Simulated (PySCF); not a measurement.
Vertical excitations of a molecule C₄H₇FSi from TDA-M06-2X/def2-SVPD (PySCF 2.14.0), as energy in eV (oscillator strength): 5.94 (0.927), 6.12 (0.002), 6.50 (0.000), 6.94 (0.002), 7.24 (0.002), 7.28 (0.043), 7.52 (0.007), 7.56 (0.000), 7.85 (0.115), 7.94 (0.001). Lowest triplet (TDA): 3.30 eV. The structure is a stationary point at B3LYP-D3(BJ)/def2-SVP. One conformer was computed; it need not be the lowest.

### Question
Pick the molecule that these values belong to.
A. C[Si@H]1C=C[C@H]1F
B. C=C=C[Si@H](C)F
C. C=C/C=C\[SiH2]F
D. FC1=CC[C@@H]1[SiH3]

### Answer
C, C=C/C=C\[SiH2]F
